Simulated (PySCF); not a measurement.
**Electric field gradients and quadrupole coupling constants**

Compound: C4H10O2S.
Z-matrix (Å and degrees, PBE0-D3(BJ)/def2-SVP geometry), rows numbered from 1:
```
C 
C   1  1.5207
C   2  1.5218  1  114.63
S   3  1.8033  2  110.62  1    64.38
C   4  1.7856  3  104.22  2   162.33
O   4  1.4623  3  107.36  2    48.49
O   4  1.4628  3  108.92  2   -83.45
H   1  1.0998  2  110.48  3   177.49
H   1  1.0990  2  111.37  3   -62.27
H   1  1.1013  2  111.41  3    57.49
H   2  1.1028  1  110.30  3  -120.97
H   2  1.1019  1  110.09  3   121.73
H   3  1.1008  2  111.14  1  -177.73
H   3  1.1009  2  112.97  1   -54.33
H   5  1.0974  4  109.61  3    60.08
H   5  1.0971  4  109.71  3   -63.42
H   5  1.0984  4  104.67  3   178.19
```

Field gradients from the PBE0/pcSseg-1 density (PySCF, non-relativistic), principal values in atomic units, ordered |Vxx| ≤ |Vyy| ≤ |Vzz|:

| atom | Vxx | Vyy | Vzz |
| --- | --- | --- | --- |
| S4 | -0.0580 | -0.0783 | 0.1363 |
| O6 | -0.6705 | -0.8002 | 1.4707 |
| O7 | -0.6691 | -0.8244 | 1.4934 |

Question: Find the asymmetry η = (Vxx − Vyy)/Vzz and the couplings χ = eQV/h (234.96 MHz × Q in barn × V in au), with Q(33S) = −0.0678 b, Q(17O) = −0.0256 b.

Answer: 
| atom | environment | nucleus | η | χzz (MHz) | χxx (MHz) | χyy (MHz) |
| --- | --- | --- | --- | --- | --- | --- |
| S4 | sulfonyl sulfur | 33S | 0.15 | -2.171 | 0.923 | 1.248 |
| O6 | sulfonyl oxygen | 17O | 0.09 | -8.85 | 4.03 | 4.81 |
| O7 | sulfonyl oxygen | 17O | 0.10 | -8.98 | 4.02 | 4.96 |

Question: What is Vzz at O7 in SI units (1 au = 9.71736 × 10²¹ V/m²)?

Answer: 1.4934 au = 14.512 × 10²¹ V/m².

Question: What couplings would deuterons (Q(2H) = 0.00286 b) have in place of the hydrogens, at this geometry?

Answer: 
| atom | bonded to | bond length (Å) | Vzz (au) | η | χzz (kHz) |
| --- | --- | --- | --- | --- | --- |
| H8 | C1 | 1.100 | 0.2939 | 0.03 | 198 |
| H9 | C1 | 1.099 | 0.2858 | 0.06 | 192 |
| H10 | C1 | 1.101 | 0.2907 | 0.04 | 195 |
| H11 | C2 | 1.103 | 0.2851 | 0.04 | 192 |
| H12 | C2 | 1.102 | 0.2793 | 0.04 | 188 |
| H13 | C3 | 1.101 | 0.2846 | 0.06 | 191 |
| H14 | C3 | 1.101 | 0.2830 | 0.04 | 190 |
| H15 | C5 | 1.097 | 0.2915 | 0.04 | 196 |
| H16 | C5 | 1.097 | 0.2918 | 0.04 | 196 |
| H17 | C5 | 1.098 | 0.2889 | 0.05 | 194 |

The structure is a single PBE0-D3(BJ)/def2-SVP conformer in the gas phase; no vibrational or solvent corrections. The small basis limits the accuracy of the gradients.
